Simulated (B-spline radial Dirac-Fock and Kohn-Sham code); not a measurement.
Kohn-Sham estimates against Dirac-Fock for the levels of Kr³²⁺

System: krypton as Kr³²⁺ in the configuration [He] 2s2.

The density-functional columns are spherical, spin-unpolarised Dirac-Kohn-Sham results without Breit or QED terms: −ε is minus the orbital energy of the initial state and ΔSCF the difference of two total energies. The reference in the last column comes from Dirac-Fock ΔSCF + Breit + QED. All numbers are from a B-spline atomic structure program, in eV; a selection of levels is shown. The Kohn-Sham columns are given as differences from the reference. For the 1s level of heavy atoms much of the gap between ΔSCF and the reference is the Breit and QED part, -29.1 eV here; for other levels the error of the functional can be larger.

```
level  LDA −ε − DF  LDA ΔSCF − DF  Dirac-Fock
    K       -236.3          +37.4     16905.2
   L1        -53.7          +11.3      3963.5
```

For the outermost level NIST gives 3971 ± 4 eV (semi-empirical); the differences from it are LDA −ε -61.21, LDA ΔSCF +3.78, Dirac-Fock -7.53 eV.

Values without a named source are computed, but for edge energies of neutral atoms, which are taken from tables.
